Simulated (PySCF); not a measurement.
C₂H₈FNSi₂, SMILES F[Si@@H]1CNC[SiH2]1.

The structure is a stationary point at r2SCAN-D4/def2-SVP. The structure was generated by enumeration; whether it is a known compound was not checked. Other conformers were not sampled.

Calculation: PySCF with r2SCAN-D4/def2-SVP.

Frequencies are harmonic and unscaled.

Estimate the vibrational spectrum. (An estimate is asked for; the answer gives what the named calculation found.)


| mode | ν (cm⁻¹) | IR (km/mol) | moving atoms (share of kinetic energy) |
|---|---|---|---|
| 1 | 60 | 1.0 | C 32 %, H 30 %, F 26 %, Si 10 % |
| 2 | 170 | 4.5 | F 50 %, Si 29 %, H 15 % |
| 3 | 194 | 10.5 | H 32 %, N 20 %, Si 20 %, F 19 %, C 9 % |
| 4 | 278 | 4.5 | H 43 %, C 19 %, N 18 %, F 12 % |
| 5 | 308 | 3.5 | Si 51 %, H 21 %, C 20 % |
| 6 | 397 | 3.9 | H 55 %, Si 23 %, N 9 % |
| 7 | 424 | 8.2 | Si 50 %, H 25 %, N 15 %, C 9 % |
| 8 | 492 | 7.2 | H 46 %, Si 38 %, N 9 % |
| 9 | 544 | 9.1 | H 59 %, C 18 %, Si 16 % |
| 10 | 625 | 44.9 | H 78 %, C 17 % |
| 11 | 633 | 5.8 | H 71 %, C 25 % |
| 12 | 674 | 34.1 | C 36 %, H 31 %, Si 31 % |
| 13 | 705 | 107.2 | H 60 %, C 24 %, Si 16 % |
| 14 | 748 | 125.1 | H 60 %, N 24 %, C 12 % |
| 15 | 788 | 89.2 | H 68 %, C 21 % |
| 16 | 817 | 6.9 | H 71 %, F 22 % |
| 17 | 867 | 19.5 | H 47 %, C 39 %, Si 10 % |
| 18 | 888 | 139.9 | Si 38 %, F 31 %, H 26 % |
| 19 | 921 | 81.6 | H 90 % |
| 20 | 961 | 12.3 | H 50 %, C 33 %, N 16 % |
| 21 | 1106 | 2.7 | H 38 %, C 33 %, N 29 % |
| 22 | 1138 | 7.5 | H 70 %, C 16 %, N 14 % |
| 23 | 1208 | 4.9 | H 78 %, C 15 % |
| 24 | 1231 | 9.9 | H 75 %, C 22 % |
| 25 | 1306 | 0.7 | H 74 %, N 16 %, C 9 % |
| 26 | 1410 | 6.4 | H 93 % |
| 27 | 1423 | 10.9 | H 92 % |
| 28 | 1466 | 5.2 | H 85 %, N 10 % |
| 29 | 2198 | 84.6 | H 97 % |
| 30 | 2213 | 82.9 | H 96 % |
| 31 | 2213 | 161.7 | H 97 % |
| 32 | 3014 | 20.7 | H 94 % |
| 33 | 3032 | 20.9 | H 94 % |
| 34 | 3105 | 5.3 | H 91 %, C 9 % |
| 35 | 3112 | 5.0 | H 91 %, C 9 % |
| 36 | 3511 | 1.9 | H 93 % |
